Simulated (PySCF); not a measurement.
**Dipole response of Os (osmium, neutral)**

[Xe] 4f14 5d5 6s2 6p1, high-spin 7P determinant (an excited configuration). Calculation: PySCF 2.14, in aug-cc-pwCVDZ-PP with ECP60MDF (6s6p5d3f, 70 functions); a scalar-relativistic core potential. Coupled (time-dependent) response in atomic units; α is the mean over directions. A double-zeta set is small for polarisabilities.

```
method  mean α (bohr³)         α xx, yy, zz  C₆ (like pair)  S(−4)
   PBE           102.0  76.04, 153.9, 76.04            1278   6761
  PBE0           97.36  73.93, 144.2, 73.93            1226   5622
```

S(−4) is the Cauchy moment in α(ω) = α(0) + S(−4) ω² + …

Spin-orbit coupling is absent.

α(iu) at PBE:

```tsv
u (hartree)	α(iu) (bohr³)
0	102.0
0.0500	88.67
0.100	67.86
0.200	40.85
0.300	27.34
0.500	15.38
0.750	9.489
1.00	6.650
1.50	3.907
2.00	2.601
3.00	1.394
5.00	0.5839
```

A single London oscillator, α(iu) = α/(1 + u²/ω²), gives C₆ = (3/4) ω α². Matching the computed C₆ needs ω = 4 × 1278 / (3 × 102.0²) = 0.164 hartree.

The components differ because the open shell of this determinant is not spherical; for a pure term their mean is the scalar polarisability.

Energies and moments cover only the electrons outside the core potential. Spin-orbit coupling, absent here, splits the open shell strongly.
